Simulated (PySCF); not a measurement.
One molecule, one basis, several functionals.

Species: C₂H₆F₂Si₂.
Structure used (PBE0-D3(BJ)/def2-SVP), in Å, numbered top down from 1:
```
atom  x, y, z in Å
F1     1.6548    0.5061    1.6595
C2     1.2713    0.2542    0.3753
F3     2.3804    0.3176   -0.4092
Si4   -0.2495    1.3235   -0.2221
C5    -1.2953   -0.2611   -0.3542
Si6    0.1767   -1.3498    0.1658
H7    -0.7255    2.2935    0.8082
H8    -0.0100    2.0070   -1.5278
H9    -1.6732   -0.4729   -1.3659
H10   -2.1475   -0.2946    0.3414
H11   -0.0196   -2.1045    1.4389
H12    0.6716   -2.2531   -0.9153
```

PySCF, def2-SVPD basis, density fitting, gas phase, PBE0-D3(BJ)/def2-SVP geometry; singlet excitations by full TDDFT with frozen cores, triplets by Tamm–Dancoff TDDFT and ionisation energies by ΔSCF, from the lowest of the holes tried. One functional is left out:

| functional | exact exchange (%) | HOMO energy (eV) | LUMO energy (eV) | lowest singlet excitation (eV) | lowest triplet excitation (eV) | dipole moment (D) | mean polarisability (au) | vertical ionisation energy (eV) |
| --- | --- | --- | --- | --- | --- | --- | --- | --- |
| LDA | 0 | -6.21 | -1.58 | 4.83 | 4.47 | 2.589 | 83.6 | 9.21 |
| PBE | 0 | -6.07 | -1.36 | 4.89 | 4.45 | 2.515 | 82.3 | 9.06 |
| PBE0 | 25 | -7.39 | -0.52 | 5.40 | 4.89 | 2.707 | 78.3 | 9.38 |
| BHandHLYP | 50 | -8.67 | 0.25 | 5.91 | 5.40 | 2.909 | 75.1 | 9.57 |

Q: Predict the row of B3LYP (20 % exact exchange) by straight lines through the other rows, and check it.

A: 
```
                       property   line  computed  computed − line  PBE0 (25 %), for comparison
               HOMO energy (eV)  -7.15     -7.20            -0.05                        -7.39
               LUMO energy (eV)  -0.76     -0.73            +0.03                        -0.52
 lowest singlet excitation (eV)   5.28      5.38            +0.10                         5.40
 lowest triplet excitation (eV)   4.83      4.94            +0.11                         4.89
              dipole moment (D)  2.689     2.719           +0.030                        2.707
       mean polarisability (au)   79.6      78.8             -0.8                         78.3
vertical ionisation energy (eV)   9.32      9.41            +0.09                         9.38
```
